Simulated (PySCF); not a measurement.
BrH6OPSi2.
Numbering: `[PH2:1][SiH2:2][O:3][SiH2:4][Br:5]` (hydrogens: H6, H7 on P1; H8, H9 on Si2; H10, H11 on Si4)

Cartesian coordinates in Å at the PBE0-D3(BJ)/def2-SVP level; atoms count from 1:
```xyz
11
BrH6OPSi2 angstrom
P      2.5807   -0.5369    0.7495
Si     0.8210    0.4356   -0.2668
O     -0.5466   -0.2170    0.4348
Si    -2.1884   -0.1330    0.4372
Br    -2.8978    0.5173   -1.5724
H      2.5150   -1.7129   -0.0596
H      3.5047    0.1199   -0.1240
H      0.8822    1.9051   -0.0046
H      0.7725    0.1998   -1.7395
H     -2.6609    0.8768    1.4198
H     -2.7461   -1.4804    0.7095
```

Jobs on this species (11 atoms, 92 electrons) with PySCF (density fitting). Hardware of each: an Arm Neoverse V1 with one thread, shared host. The host was shared with other jobs, so the times are rough. Peak memory is the resident size of the whole Python process, interpreter and libraries included.

```
                                                                 level and settings                                                          work  basis functions  SCF cycles  wall time  peak memory
   delta-SCF UKS B3LYP, pcX-2 on the ionised atom, pcseg-1 elsewhere, spin-free X2C                                 ΔSCF core ionisation, 7 holes              167           ?          ?            ?
      delta-SCF UKS HF, pcX-2 on the ionised atom, pcseg-1 elsewhere, spin-free X2C                                 ΔSCF core ionisation, 7 holes              167          86       58 s     0.72 GiB
delta-SCF UKS SCAN, def2-TZVP on the ionised atom, pcseg-1 elsewhere, spin-free X2C                                 ΔSCF core ionisation, 7 holes              144          99       41 s     0.54 GiB
     delta-SCF UKS PBE, pcX-2 on the ionised atom, pcseg-1 elsewhere, spin-free X2C                                 ΔSCF core ionisation, 7 holes              167         102       29 s     0.56 GiB
    delta-SCF UKS SCAN, pcX-1 on the ionised atom, pcseg-1 elsewhere, spin-free X2C                                 ΔSCF core ionisation, 7 holes              147         101       37 s     0.54 GiB
    delta-SCF UKS PBE0, pcX-2 on the ionised atom, pcseg-1 elsewhere, spin-free X2C                                 ΔSCF core ionisation, 7 holes              167          88       78 s     0.78 GiB
                                                 PBE0-D3(BJ)/def2-SVP, grid level 1  geometry optimisation from a GFN2-xTB start shaken at random              130          68       96 s     0.54 GiB
    delta-SCF UKS SCAN, pcX-2 on the ionised atom, pcseg-1 elsewhere, spin-free X2C                                 ΔSCF core ionisation, 7 holes              167         101       43 s     0.55 GiB
 delta-SCF UKS SCAN, pcX-2 on the ionised atom, pcseg-1 elsewhere, non-relativistic                                 ΔSCF core ionisation, 7 holes              167         101       41 s     0.54 GiB
```

Q: Fill in the missing figures.

A: 
- delta-SCF UKS B3LYP, pcX-2 on the ionised atom, pcseg-1 elsewhere, spin-free X2C; ΔSCF core ionisation, 7 holes: 82 s, 0.77 GiB, 95 SCF cycles

Q: What do all jobs in the table cost together?

A: About 8.4 min; the longest takes about 19 % of that, and about 3.3 times as long as the shortest.
